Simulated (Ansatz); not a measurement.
Computed with Ansatz on PBE0-D4/def2-TZVP structures; ΔE is electronic, products minus reactants. CCSD(T)/CBS is the MP2 limit (def2-TZVPP, def2-QZVPP) plus CCSD(T) − MP2 in def2-TZVPP, frozen cores. DFT in def2-TZVPP. Each species was taken in one conformer, which may not be the lowest.

Reaction (formal exchange of groups at a B–C bond): `BC[SiH2]F` + `FC[SiH3]` → `BC(F)[SiH3]` + `C[SiH2]F`

| level | ΔE (kcal/mol) | difference from CCSD(T)/CBS |
| --- | --- | --- |
| BLYP-D4 | -1.9 | -1.5 |
| PBE0-D4 | -1.5 | -1.1 |
| r2SCANh-D4 | -1.7 | -1.3 |
| PBE-QIDH | -0.5 | -0.1 |
| PBE | -2.3 | -1.9 |
| BLYP | -1.5 | -1.1 |
| PBE0 | -1.3 | -0.9 |
| HF/def2-SVP | 1.6 | 2.0 |
| CCSD/def2-SVP | 0.0 | 0.4 |
| CCSD(T)/def2-TZVPP | -0.3 | 0.1 |
| CCSD(T)/CBS | -0.4 | 0 |

Question: What do rigid-rotor, harmonic-oscillator terms from PBE0-D4/def2-TZVP frequencies (298.15 K, 1 bar) make of the CCSD(T)/CBS value? (An estimate is asked.)

Answer: The calculation gave: ΔZPE = -0.6 kcal/mol, ΔH = -1.0 kcal/mol, ΔS = -2 J/(mol·K), ΔG = -0.8 kcal/mol.

Largest T1 diagnostic among the species: 0.013.

In def2-TZVPP, CCSD(T) changes the Hartree–Fock value by −2.1 kcal/mol (the triples alone add −0.4 kcal/mol) and MP2 by −1.9 kcal/mol. From r2SCAN to r2SCAN0 (25 % exact exchange), in def2-TZVPP and without D4, ΔE moves by +0.7 kcal/mol. Leaving LDA and LC-ωPBE aside and taking each functional with its dispersion term where it has one, the values, not all of them listed here, spread over 2.2 kcal/mol, from PBE-D4 to BHLYP-D4. LDA lies −1.6 kcal/mol from PBE without D4.
